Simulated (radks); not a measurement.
The aluminium ion Al3+, [Ne]. All-electron calculation, non-relativistic Kohn-Sham, exchange-only B88, spin-polarised, spherical densities, point nucleus. Program: a radial shooting solver on a logarithmic mesh with Libxc functionals. Every spin shell is full or empty, so the densities are truly spherical. Functionals are evaluated on that one density, not self-consistently. Rank these orbital-free kinetic functionals by their error against the exact value of the orbitals, and give that value: Thomas-Fermi, von Weizsacker, TF + vW, TF + vW/5, APBEK, revAPBEK, Perdew 92, Pearson, LKT, PG1, DePristo-Kress, Ernzerhof.

Answer. Exact: 239.989 hartree. From best to worst, with 100 (|E| - |E exact|)/|E exact| (equal figures are ties): DePristo-Kress +0.11, APBEK +0.30, Ernzerhof +0.39, Perdew 92 -0.43, revAPBEK +0.71, Pearson -1.81, TF + vW/5 +5.36, Thomas-Fermi -7.70, PG1 +27.58, LKT +33.70, von Weizsacker -34.71, TF + vW +57.59.
